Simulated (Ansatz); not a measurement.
Consider the ligand exchange at a B–O bond: `CB(C)O` + H₂Se → `CB(C)[SeH]` + H₂O.

Isolated molecules relaxed with PBE0-D4/def2-TZVP in Ansatz; ΔE leaves out vibrations. CBS: MP2 limit from def2 TZ/QZ plus the TZ coupled-cluster correction, frozen cores. This one scheme is used for every species. Functionals use def2-TZVPP. For Se outer-core shells are correlated without core-valence functions, which leaves a few kJ/mol of doubt a bond. Scalar relativity is left out up to krypton. One conformer a species, not always the lowest.

CCSD(T)/CBS gives +49.8 kJ/mol.

Problem. Another level gave +63.1 kJ/mol. Which?
A. CAM-B3LYP/def2-TZVPP
B. PBE0-D4/def2-TZVPP
C. CCSD/def2-TZVPP
D. BHLYP-D4/def2-TZVPP

Solution. D. BHLYP-D4 63.1, CAM-B3LYP 73.4, PBE0-D4 52.7, CCSD/def2-TZVPP 58.6 kJ/mol.

Problem. What do rigid-rotor, harmonic-oscillator terms from PBE0-D4/def2-TZVP frequencies (298.15 K, 1 bar) make of the CCSD(T)/CBS value? (Estimate.)

Solution. The calculation gave: ΔZPE = +3.4 kJ/mol, ΔH = +54.8 kJ/mol, ΔS = -5 J/(mol·K), ΔG = +56.4 kJ/mol.

Largest T1 diagnostic among the species: 0.011.

The D4 term adds −7.5 kJ/mol with B3LYP and −4.0 kJ/mol with PBE0; it sums over pairs of atoms, weighted by their polarisabilities, and B3LYP, whose exchange is more repulsive, gets the larger term. At CCSD(T), def2-SVP lies +32.0 kJ/mol from the extrapolated value and def2-TZVPP +5.6 kJ/mol.

B3LYP here is the variant with VWN-RPA as its local correlation; programs differ in this.
